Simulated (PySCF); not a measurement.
3-phenylpyridine (C11H9N), SMILES c1c(-c2ccccc2)cncc1. Atoms are numbered in the order given.

```xyz
21

C      3.5301     0.2089     0.1552
C      2.9163    -0.9972    -0.1802
C      1.5283    -1.0841    -0.2390
C      0.7256     0.0326     0.0374
C     -0.7474    -0.0604    -0.0260
C     -1.4389    -1.1993     0.4047
C     -2.8262    -1.2285     0.3213
C     -3.4862    -0.1109    -0.1885
N     -2.8489     0.9783    -0.6090
C     -1.5241     0.9956    -0.5310
C      1.3560     1.2396     0.3745
C      2.7443     1.3266     0.4319
H      4.6194     0.2775     0.2010
H      3.5238    -1.8767    -0.4066
H      1.0572    -2.0267    -0.5281
H     -0.8902    -2.0466     0.8238
H     -3.3919    -2.1001     0.6572
H     -4.5800    -0.0975    -0.2591
H     -1.0263     1.8959    -0.9104
H      0.7485     2.1141     0.6188
H      3.2158     2.2740     0.7039
```
Charge 0, spin multiplicity 1.

The structure is a stationary point at PBE0-D3(BJ)/def2-SVP. The values are those of a single conformer.

Two levels are set side by side: PBE/pcSseg-1 (PySCF) and B3LYP/pcSseg-1 (PySCF). GIAO shifts against NH3 (¹⁵N), TMS (¹H), TMS (¹³C) at the same level; non-relativistic, no solvent, atoms listed together averaged. Differences are taken from unrounded values.

```
quantity                 B3LYP    PBE  PBE minus B3LYP
-----------------------  -----  -----  ---------------
δ(¹³C) of C1 (ppm)       135.9  133.1             -2.8
δ(¹³C) of C2, C12 (ppm)  137.1  134.3             -2.8
δ(¹³C) of C3, C11 (ppm)  135.6  132.6             -3.0
δ(¹³C) of C4 (ppm)       147.9  144.8             -3.1
δ(¹³C) of C5 (ppm)       145.2  142.3             -2.9
δ(¹³C) of C6 (ppm)       141.8  137.9             -3.9
δ(¹³C) of C7 (ppm)       130.8  128.4             -2.4
δ(¹³C) of C8 (ppm)       156.8  153.8             -3.0
δ(¹⁵N) of N9 (ppm)       371.0  362.4             -8.6
δ(¹³C) of C10 (ppm)      157.0  153.6             -3.4
δ(¹H) of H13 (ppm)        7.67   7.70             0.03
δ(¹H) of H14, H21 (ppm)   7.76   7.78             0.02
δ(¹H) of H16 (ppm)        7.97   7.92            -0.05
δ(¹H) of H17 (ppm)        7.47   7.46            -0.01
δ(¹H) of H18 (ppm)        8.94   9.00             0.06
δ(¹H) of H19 (ppm)        9.13   9.16             0.02
```

Rough cost on one machine, each run with all the roots and properties that it gave: B3LYP against PBE within a factor of 2.
